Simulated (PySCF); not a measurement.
# Electric field gradients and quadrupole coupling constants

Compound: C2F4O.
Geometry (PBE0-D3(BJ)/def2-TZVP, Å), atoms numbered from 1 in this order:
```xyz
7
C2F4O angstrom
O      1.318    0.743   -1.141
C      0.761   -0.078   -0.516
F      1.143   -1.346   -0.448
C     -0.513    0.124    0.329
F     -0.302   -0.278    1.577
F     -1.506   -0.595   -0.189
F     -0.858    1.396    0.335
```

Field gradients from the PBE0/pcSseg-2 density (PySCF, non-relativistic), principal values in atomic units, ordered |Vxx| ≤ |Vyy| ≤ |Vzz|:

```csv
atom,Vxx,Vyy,Vzz
O1,0.3354,1.3135,-1.6489
```

Question: Find the asymmetry η = (Vxx − Vyy)/Vzz and the couplings χ = eQV/h (234.96 MHz × Q in barn × V in au), with Q(17O) = −0.0256 b.

Answer: 
```json
{"atom": "O1", "environment": "carbonyl oxygen", "nucleus": "17O", "η": "0.59", "χzz (MHz)": "9.92", "χxx (MHz)": "-2.02", "χyy (MHz)": "-7.90"}
```

The tensor is traceless: Vxx + Vyy + Vzz = 0.

Question: What is Vzz at O1 in SI units (1 au = 9.71736 × 10²¹ V/m²)?

Answer: -1.6489 au = -16.023 × 10²¹ V/m².

Question: And the gradient at the other heavy atoms, for which no coupling is worked out here?

Answer: 
```json
{"atom": "C2", "environment": "acyl halide carbon", "Vzz (au)": "-0.459", "η": "0.47"}
{"atom": "F3", "environment": "acyl fluorine", "Vzz (au)": "2.498", "η": "0.39"}
{"atom": "C4", "environment": "CF3 carbon", "Vzz (au)": "-0.341", "η": "0.04"}
{"atom": "F5", "environment": "fluorine of a CF3 group", "Vzz (au)": "2.882", "η": "0.02"}
{"atom": "F6", "environment": "fluorine of a CF3 group", "Vzz (au)": "2.881", "η": "0.02"}
{"atom": "F7", "environment": "fluorine of a CF3 group", "Vzz (au)": "2.889", "η": "0.03"}
```

Isolated species at its PBE0-D3(BJ)/def2-TZVP geometry, gas phase.

The run behind these numbers computed NMR shieldings as well. The run took 41 s wall on Arm Neoverse N1, one thread, shared host with 64 logical CPUs at a one-minute load of 54, and the process peaked at 0.98 GiB of memory.
